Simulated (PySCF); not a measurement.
Compound: CH6P2Si.
SMILES with atom numbers: `[H]/[P:4]=[P:3]\[CH2:2][SiH3:1]` (hydrogens: H5, H6, H7 on Si1; H8, H9 on C2; H10 on P4)

The same species was optimised twice, with GFN2-xTB and with PBE0-D3(BJ)/def2-SVP (PySCF), and the same property calculations (PySCF, gas phase) were run on both structures.

| coordinate | GFN2-xTB | PBE0-D3(BJ)/def2-SVP | change |
| --- | --- | --- | --- |
| P4–H10 (Å) | 1.404 | 1.438 | +0.034 |
| Si1–H5 (Å) | 1.462 | 1.493 | +0.031 |
| Si1–H7 (Å) | 1.464 | 1.495 | +0.031 |
| Si1–H6 (Å) | 1.465 | 1.493 | +0.028 |
| Si1–C2 (Å) | 1.913 | 1.895 | -0.018 |
| C2–H8 (Å) | 1.091 | 1.104 | +0.013 |
| C2–H9 (Å) | 1.090 | 1.102 | +0.012 |
| C2–P3 (Å) | 1.854 | 1.851 | -0.003 |
| P3=P4 (Å) | 2.031 | 2.032 | +0.001 |
| C2–Si1–H7 (°) | 107.1 | 109.7 | +2.6 |
| H5–Si1–H7 (°) | 111.3 | 109.2 | -2.1 |
| Si1–C2–H9 (°) | 110.4 | 108.7 | -1.7 |
| H5–Si1–H6 (°) | 110.4 | 109.2 | -1.2 |
| Si1–C2–H8 (°) | 109.1 | 108.1 | -1.0 |
| P3–C2–H9 (°) | 111.0 | 111.9 | +0.9 |
| P3–C2–H8 (°) | 106.9 | 107.8 | +0.9 |
| C2–Si1–H6 (°) | 108.5 | 109.3 | +0.8 |
| Si1–C2–P3–P4 (°) | -88 | -81 | +7 |

Rotational constants: A = 6737, B = 1667, C = 1476 MHz (GFN2-xTB) against A = 6453, B = 1724, C = 1495 MHz (PBE0-D3(BJ)/def2-SVP). Point groups within 0.08 Å: C1 and C1.

On the GFN2-xTB structure: lowest singlet, TDDFT (eV) 3.59 [PBE0/def2-SVPD]; lowest triplet, Tamm–Dancoff (eV) 2.09 [PBE0/def2-SVPD]; isotropic polarisability (au) 93.4 [PBE0/def2-SVPD]; HOMO (eV) -7.26 [PBE0/def2-SVPD]; LUMO (eV) -2.62 [PBE0/def2-SVPD]; dipole (D) 2.10 [PBE0/def2-SVPD]; HOMO (eV) -7.38 [PBE0/pcSseg-1]; LUMO (eV) -2.73 [PBE0/pcSseg-1]; dipole (D) 2.41 [PBE0/pcSseg-1]; GIAO shielding of Si1 (ppm) 419.0 [PBE0/pcSseg-1]; GIAO shielding of C2 (ppm) 146.3 [PBE0/pcSseg-1]; GIAO shielding of P3 (ppm) -347.9 [PBE0/pcSseg-1]; GIAO shielding of P4 (ppm) -183.4 [PBE0/pcSseg-1].

Question: What do these properties become on the PBE0-D3(BJ)/def2-SVP structure?

Answer: 
| property | level | on GFN2-xTB | on PBE0-D3(BJ)/def2-SVP | change |
| --- | --- | --- | --- | --- |
| lowest singlet, TDDFT (eV) | PBE0/def2-SVPD | 3.59 | 3.57 | -0.02 |
| lowest triplet, Tamm–Dancoff (eV) | PBE0/def2-SVPD | 2.09 | 2.09 | 0.00 |
| isotropic polarisability (au) | PBE0/def2-SVPD | 93.4 | 94.3 | +0.9 |
| HOMO (eV) | PBE0/def2-SVPD | -7.26 | -7.31 | -0.05 |
| LUMO (eV) | PBE0/def2-SVPD | -2.62 | -2.67 | -0.05 |
| dipole (D) | PBE0/def2-SVPD | 2.10 | 1.99 | -0.11 |
| energy, GFN2-xTB geometry as zero (kcal/mol) | PBE0/def2-SVPD | 0.0 | -1.2 | -1.2 |
| HOMO (eV) | PBE0/pcSseg-1 | -7.38 | -7.43 | -0.05 |
| LUMO (eV) | PBE0/pcSseg-1 | -2.73 | -2.78 | -0.05 |
| dipole (D) | PBE0/pcSseg-1 | 2.41 | 2.29 | -0.12 |
| energy, GFN2-xTB geometry as zero (kcal/mol) | PBE0/pcSseg-1 | 0.0 | -1.0 | -1.0 |
| GIAO shielding of Si1 (ppm) | PBE0/pcSseg-1 | 419.0 | 416.6 | -2.4 |
| GIAO shielding of C2 (ppm) | PBE0/pcSseg-1 | 146.3 | 149.3 | +3.0 |
| GIAO shielding of P3 (ppm) | PBE0/pcSseg-1 | -347.9 | -342.3 | +5.6 |
| GIAO shielding of P4 (ppm) | PBE0/pcSseg-1 | -183.4 | -181.1 | +2.3 |

The heavy atoms differ by 0.050 Å rms after alignment. Among all bonds P4–H10 changes most (+0.034 Å). Changes are differences of the printed values. Neither structure is proved a minimum here.

The values belong to the conformer `[H]/[P:4]=[P:3]\[CH2:2][SiH3:1]`: Si1–C2–P3–P4 -81°.
